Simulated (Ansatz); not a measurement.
Basis sets compared for SbH2Et (C2H7Sb). Charge 0, multiplicity 1. Geometry PBE0-D4/def2-SVP. Ansatz on 2 threads of Arm Neoverse V2 on a shared host; times are rough, and most runs start from earlier orbitals.

```csv
atom,x (Å),y (Å),z (Å)
C1,0.4916,0.2129,-0.2518
C2,0.0372,-1.1872,-0.6269
Sb3,-0.2772,0.8455,1.6998
H4,0.1074,2.5010,1.4446
H5,-1.8723,1.0863,1.1050
H6,1.5893,0.2698,-0.1807
H7,0.1726,0.9565,-0.9959
H8,0.4654,-1.5001,-1.5936
H9,0.3445,-1.9356,0.1215
H10,-1.0586,-1.2492,-0.7219
```

In the def2 sets Sb takes a core potential; there is no spin–orbit coupling. Another isomer (singlet) lies 0.25 eV lower at PBE0-D4/def2-TZVP; other spin states weren't run for this one.

Binding counts from free atoms (C triplet, Sb quartet, H doublet) in the same basis, without a counterpoise term.

| level | functions | energy (Eh) | HOMO (eV) | LUMO (eV) | binding per atom (eV) | wall time |
| --- | --- | --- | --- | --- | --- | --- |
| PBE-D4/def2-SVP | 89 | -320.4669 | -5.84 | -0.74 | 3.46 | 0.95 s |
| PBE0-D4/def2-SVP | 89 | -320.4991 | -6.87 | 0.02 | 3.42 | 1.1 s |

Task: Estimate the rows for PBE-D4/def2-TZVP (with forces), PBE0-D4/def2-TZVP.

Result: 
```tsv
level	functions	energy (Eh)	HOMO (eV)	LUMO (eV)	binding per atom (eV)	wall time
PBE-D4/def2-TZVP (with forces)	154	-320.5662	-5.94	-1.01	3.45	2.1 s
PBE0-D4/def2-TZVP	154	-320.5943	-6.94	-0.26	3.41	2.3 s
```
